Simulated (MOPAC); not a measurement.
A run for MOPAC: PM3 on GaH6N3 (SMILES [NH2][Ga]([NH2])[NH2]), a point of a torsion scan.

```
PM3 1SCF PRECISE CHARGE=0 THREADS=1
GaH6N3

N     -0.64869368 1     1.69987824 1    -0.06729657 1
Ga     0.13593559 1     0.05187904 1    -0.04871940 1
N      1.88396112 1    -0.08065164 1    -0.56663846 1
N     -0.81290009 1    -1.44894756 1     0.39437442 1
H     -1.61448829 1     1.82715190 1     0.20756248 1
H     -0.40100208 1     2.39132171 1    -0.76315578 1
H      2.42915094 1    -0.90157443 1    -0.33301192 1
H      2.47739273 1     0.73798658 1    -0.50742696 1
H     -1.70546982 1    -1.36568325 1     0.86573856 1
H     -0.33417079 1    -2.27163730 1     0.74063564 1
```

The log:

```
*******************************************************************************
 **                                                                           **
 **                              MOPAC v23.2.5                                **
 **                                                                           **
 *******************************************************************************
 ** MOPAC's Digital Object Identifier: https://doi.org/10.5281/zenodo.6511958 **
 **                                                                           **
 ** Please cite the open-source release paper for use of this MOPAC version:  **
 ** J. E. Moussa and J. J. P. Stewart (2026)                                  **
 ** MOPAC: An open-source semiempirical molecular orbital program             **
 ** J. Open Source Softw., 11(119), 8025, https://doi.org/10.21105/joss.08025 **
 *******************************************************************************

                              PM3 CALCULATION RESULTS

 *******************************************************************************
 *  PM3        - The PM3 Hamiltonian to be used
 *
 *
 *
 *                 CHARGE ON SYSTEM = 0
 *
 *
 *
 *  PRECISE    - TIGHTER CRITERIA TO BE USED
 *  1SCF       - DO 1 SCF AND THEN STOP
 *  THREADS=1  - MULTI-THREADING NOT USED
 *  T=         - A TIME OF 172800.0 SECONDS REQUESTED
 *  DUMP=N     - RESTART FILE WRITTEN EVERY 7200.0 SECONDS REQUESTED
 *******************************************************************************
PM3 1SCF PRECISE CHARGE=0 THREADS=1
 GaH6N3

   ATOM   CHEMICAL          X               Y               Z
  NUMBER   SYMBOL      (ANGSTROMS)     (ANGSTROMS)     (ANGSTROMS)

     1       N         -0.64869368  *   1.69987824  *  -0.06729657  *
     2      Ga          0.13593559  *   0.05187904  *  -0.04871940  *
     3       N          1.88396112  *  -0.08065164  *  -0.56663846  *
     4       N         -0.81290009  *  -1.44894756  *   0.39437442  *
     5       H         -1.61448829  *   1.82715190  *   0.20756248  *
     6       H         -0.40100208  *   2.39132171  *  -0.76315578  *
     7       H          2.42915094  *  -0.90157443  *  -0.33301192  *
     8       H          2.47739273  *   0.73798658  *  -0.50742696  *
     9       H         -1.70546982  *  -1.36568325  *   0.86573856  *
    10       H         -0.33417079  *  -2.27163730  *   0.74063564  *



          CARTESIAN COORDINATES

    NO.       ATOM           X           Y           Z

     1         N         -0.6487      1.6999     -0.0673
     2        Ga          0.1359      0.0519     -0.0487
     3         N          1.8840     -0.0807     -0.5666
     4         N         -0.8129     -1.4489      0.3944
     5         H         -1.6145      1.8272      0.2076
     6         H         -0.4010      2.3913     -0.7632
     7         H          2.4292     -0.9016     -0.3330
     8         H          2.4774      0.7380     -0.5074
     9         H         -1.7055     -1.3657      0.8657
    10         H         -0.3342     -2.2716      0.7406

  H: (PM3): J. J. P. STEWART, J. COMP. CHEM. 10, 209 (1989).
  N: (PM3): J. J. P. STEWART, J. COMP. CHEM. 10, 209 (1989).
 Ga: (PM3): J. J. P. STEWART, J. COMP. CHEM. 12, 320-341 (1991).

           Empirical Formula: H6 N3 Ga  =    10 atoms



      MOLECULAR POINT GROUP   :   C1


      RHF CALCULATION, NO. OF DOUBLY OCCUPIED LEVELS = 12


 -------------------------------------------------------------------------------
 PM3 1SCF PRECISE CHARGE=0 THREADS=1
 GaH6N3



     1SCF WAS SPECIFIED, SO BFGS WAS NOT USED
     SCF FIELD WAS ACHIEVED


                              PM3 CALCULATION
                                                       MOPAC v23.2.5 Linux




          FINAL HEAT OF FORMATION =         23.27380 KCAL/MOL =      97.37757 KJ/MOL


          COSMO AREA              =        114.42 SQUARE ANGSTROMS
          COSMO VOLUME            =         96.34 CUBIC ANGSTROMS

          IONIZATION POTENTIAL    =          8.836070 EV
          HOMO LUMO ENERGIES (EV) =         -8.836 -1.259
          NO. OF FILLED LEVELS    =         12
          MOLECULAR WEIGHT        =        117.8025         POINT GROUP:  C1

          MOLECULAR DIMENSIONS (Angstroms)

            Atom       Atom       Distance
            H     7    H     5     4.90807
            H     9    H     8     4.23238
            H    10    H     6     0.71895


          SCF CALCULATIONS        =          1





   ATOM   CHEMICAL          X               Y               Z
  NUMBER   SYMBOL      (ANGSTROMS)     (ANGSTROMS)     (ANGSTROMS)

     1       N         -0.64869368  *   1.69987824  *  -0.06729657  *
     2      Ga          0.13593559  *   0.05187904  *  -0.04871940  *
     3       N          1.88396112  *  -0.08065164  *  -0.56663846  *
     4       N         -0.81290009  *  -1.44894756  *   0.39437442  *
     5       H         -1.61448829  *   1.82715190  *   0.20756248  *
     6       H         -0.40100208  *   2.39132171  *  -0.76315578  *
     7       H          2.42915094  *  -0.90157443  *  -0.33301192  *
     8       H          2.47739273  *   0.73798658  *  -0.50742696  *
     9       H         -1.70546982  *  -1.36568325  *   0.86573856  *
    10       H         -0.33417079  *  -2.27163730  *   0.74063564  *

                             CARTESIAN COORDINATES

   1    N       -0.648693680     1.699878240    -0.067296570
   2   Ga        0.135935590     0.051879040    -0.048719400
   3    N        1.883961120    -0.080651640    -0.566638460
   4    N       -0.812900090    -1.448947560     0.394374420
   5    H       -1.614488290     1.827151900     0.207562480
   6    H       -0.401002080     2.391321710    -0.763155780
   7    H        2.429150940    -0.901574430    -0.333011920
   8    H        2.477392730     0.737986580    -0.507426960
   9    H       -1.705469820    -1.365683250     0.865738560
  10    H       -0.334170790    -2.271637300     0.740635640


           Empirical Formula: H6 N3 Ga  =    10 atoms



      MOLECULAR POINT GROUP   :   C1


                  EIGENVALUES
 -28.88238 -27.28825 -27.24868 -16.14442 -15.35607 -15.28323 -14.79702 -11.47183
 -11.10902 -10.11765  -9.24358  -8.83607  -1.25944  -1.06740  -1.00899  -0.82393
   4.04193   4.09692   4.24010   5.23088   5.30792   5.33403


              NET ATOMIC CHARGES AND DIPOLE CONTRIBUTIONS

  ATOM NO.   TYPE          CHARGE      No. of ELECS.   s-Pop       p-Pop
    1          N          -0.307514        5.3075     1.46874     3.83877
    2         Ga           0.706773        2.2932     1.16975     1.12348
    3          N          -0.310083        5.3101     1.46129     3.84879
    4          N          -0.323853        5.3239     1.47516     3.84870
    5          H           0.041097        0.9589     0.95890
    6          H           0.039287        0.9607     0.96071
    7          H           0.038955        0.9610     0.96104
    8          H           0.038701        0.9613     0.96130
    9          H           0.038744        0.9613     0.96126
   10          H           0.037893        0.9621     0.96211
 DIPOLE           X         Y         Z       TOTAL
 POINT-CHG.     0.021     0.152     0.201     0.253
 HYBRID        -0.065     0.053     0.695     0.700
 SUM           -0.045     0.205     0.896     0.920


          ATOMIC ORBITAL ELECTRON POPULATIONS

     Atom    s        px        py        pz
    1  N   1.46874   1.17184   1.22815   1.43878
    2 Ga   1.16975   0.32931   0.26254   0.53163
    3  N   1.46129   1.13245   1.00988   1.70646
    4  N   1.47516   1.11043   1.18554   1.55273
    5  H   0.95890
    6  H   0.96071
    7  H   0.96104
    8  H   0.96130
    9  H   0.96126
   10  H   0.96211

 **********************
 *                    *
 * JOB ENDED NORMALLY *
 *                    *
 **********************




 == MOPAC DONE ==
```

The run finished.

Cost: about 0.03 core-seconds (a rough figure).
